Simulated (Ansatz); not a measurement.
Relaxation of the cluster RuCl3 with UKS r2SCAN-D4/def2-SVP.

```sh
$ ansatz run in.yaml --threads 4 --pin off --events-out ev --progress --plain --max-ram 3916MiB
```

```yaml
crystal:
  periodic: [false, false, false]
  atoms:
    - {symbol: Ru, position_ang: [-0.881810, -0.024340, 0.008060]}
    - {symbol: Cl, position_ang: [0.800990, 1.053570, -0.265360]}
    - {symbol: Cl, position_ang: [2.792440, -0.042640, 0.146670]}
    - {symbol: Cl, position_ang: [-2.711630, -0.986590, 0.110630]}
basis:
  gaussian: {orbitals: def2-SVP}
magnetization: {spin_polarized: true, initial_magnetization: 1}
hamiltonian: {xc: r2scan, dispersion: d4}
scf: {omitted_lower_state_checks: [starts]}
output: {orbitals: {seedname: orbitals}}
relax: {f_tol: 0.02, max_steps: 100}
```

It took 13 min on 4 threads of Arm Neoverse N1 on a shared host.

Positions (Å) and forces (eV/Å) at steps 1, 2, 3, 4, 5, 6, 7, 8, 9, 10, 11, 12, 13, 14, 15, 16, 17 of 17:

```xyz
4
step=1 energy=-40135.4820 eV
Ru   -0.882   -0.024    0.008   -0.079   -0.716    0.482
Cl    0.801    1.054   -0.265    2.755    2.759   -0.778
Cl    2.792   -0.043    0.147    0.730   -0.390    0.155
Cl   -2.712   -0.987    0.111   -3.406   -1.653    0.142
4
step=2 energy=-40136.1971 eV
Ru   -0.890   -0.064    0.029   -0.284   -0.240    0.010
Cl    0.906    1.168   -0.298   -0.317    0.629   -0.187
Cl    2.876   -0.050    0.154    0.620   -0.394    0.151
Cl   -2.892   -1.054    0.115   -0.018    0.006    0.026
4
step=3 energy=-40136.2879 eV
Ru   -0.880   -0.056   -0.025    0.110    0.123   -0.032
Cl    0.838    1.353   -0.332    0.089   -0.024    0.013
Cl    2.880   -0.199    0.200   -0.124    0.012   -0.009
Cl   -2.837   -1.099    0.157   -0.074   -0.111    0.029
4
step=4 energy=-40136.3222 eV
Ru   -0.834   -0.003   -0.050    0.082    0.078   -0.007
Cl    0.841    1.477   -0.361    0.038   -0.073    0.017
Cl    2.723   -0.312    0.224   -0.215    0.023   -0.018
Cl   -2.731   -1.162    0.187    0.095   -0.028    0.007
4
step=5 energy=-40136.3846 eV
Ru   -0.770    0.024   -0.054    0.108   -0.004    0.017
Cl    0.850    1.565   -0.385    0.051    0.060   -0.018
Cl    2.545   -0.389    0.236   -0.281   -0.030   -0.007
Cl   -2.624   -1.200    0.203    0.121   -0.026    0.008
4
step=6 energy=-40136.5535 eV
Ru   -0.695    0.037   -0.048    0.720   -0.204    0.095
Cl    0.862    1.640   -0.407   -0.058    0.444   -0.126
Cl    2.359   -0.450    0.243   -0.657   -0.184    0.016
Cl   -2.526   -1.227    0.212   -0.005   -0.056    0.014
4
step=7 energy=-40136.9009 eV
Ru   -0.589    0.016   -0.044    1.551    0.058    0.078
Cl    0.840    1.759   -0.438   -0.579   -0.008   -0.032
Cl    2.182   -0.530    0.257   -1.176   -0.153   -0.024
Cl   -2.432   -1.244    0.225    0.204    0.102   -0.022
4
step=8 energy=-40137.6419 eV
Ru   -0.461   -0.002   -0.034    2.946    0.011    0.137
Cl    0.776    1.857   -0.467   -1.248    0.298   -0.139
Cl    2.007   -0.615    0.270   -2.043   -0.563    0.043
Cl   -2.323   -1.240    0.231    0.345    0.254   -0.041
4
step=9 energy=-40138.4881 eV
Ru   -0.299   -0.022   -0.024    1.453    0.098    0.059
Cl    0.635    1.985   -0.506   -0.704   -0.322    0.049
Cl    1.874   -0.750    0.298   -1.280   -0.094   -0.046
Cl   -2.210   -1.213    0.232    0.531    0.318   -0.062
4
step=10 energy=-40138.6768 eV
Ru   -0.165   -0.036    0.004   -1.547    0.714   -0.247
Cl    0.504    2.010   -0.525   -0.243    0.019   -0.023
Cl    1.765   -0.830    0.311    1.428   -0.896    0.305
Cl   -2.104   -1.145    0.210    0.362    0.163   -0.035
4
step=11 energy=-40138.7884 eV
Ru   -0.164    0.072   -0.026   -0.457    0.117   -0.006
Cl    0.457    2.133   -0.559   -0.055   -0.053   -0.005
Cl    1.681   -0.999    0.350    0.287   -0.217    0.060
Cl   -1.974   -1.206    0.236    0.225    0.152   -0.049
4
step=12 energy=-40138.7993 eV
Ru   -0.124    0.077    0.018   -0.123    0.027    0.058
Cl    0.365    2.146   -0.583    0.040    0.049   -0.037
Cl    1.710   -1.071    0.358    0.072   -0.048   -0.005
Cl   -1.950   -1.151    0.206    0.012   -0.028   -0.016
4
step=13 energy=-40138.7716 eV rejected
Ru   -0.192    0.194    0.165    0.284   -1.127    0.230
Cl    0.432    2.121   -0.638    0.157    0.593   -0.222
Cl    1.657   -1.081    0.308   -0.515    0.392   -0.021
Cl   -1.897   -1.234    0.164    0.074    0.142    0.013
4
step=14 energy=-40138.8075 eV
Ru   -0.157    0.121    0.083    0.074   -0.098    0.072
Cl    0.403    2.149   -0.610    0.010    0.028   -0.028
Cl    1.683   -1.073    0.335   -0.089    0.063   -0.025
Cl   -1.929   -1.197    0.192    0.005    0.007   -0.019
4
step=15 energy=-40138.8066 eV rejected
Ru   -0.160    0.135    0.166    0.084   -0.079   -0.062
Cl    0.401    2.129   -0.637   -0.030   -0.041    0.037
Cl    1.691   -1.069    0.313   -0.118    0.065    0.008
Cl   -1.933   -1.194    0.158    0.064    0.056    0.017
4
step=16 energy=-40138.8092 eV
Ru   -0.149    0.124    0.123   -0.009   -0.012    0.004
Cl    0.392    2.141   -0.623    0.000   -0.005    0.000
Cl    1.686   -1.076    0.327   -0.004    0.005   -0.002
Cl   -1.929   -1.188    0.174    0.014    0.012   -0.002
4
step=17 energy=-40138.8092 eV
Ru   -0.149    0.122    0.127    0.006    0.004   -0.001
Cl    0.391    2.138   -0.624   -0.001   -0.001    0.000
Cl    1.689   -1.075    0.326   -0.002    0.000    0.000
Cl   -1.930   -1.185    0.171   -0.003   -0.002    0.000
```

In the def2 sets Ru takes a core potential; there is no spin–orbit coupling. The charge 0 doublet is spin-contaminated (final ⟨S²⟩ up to 1.64, 0.75 for a pure state). Another isomer (quartet) lies 0.52 eV lower at PBE0-D4/def2-TZVP; other spin states weren't run for this one.
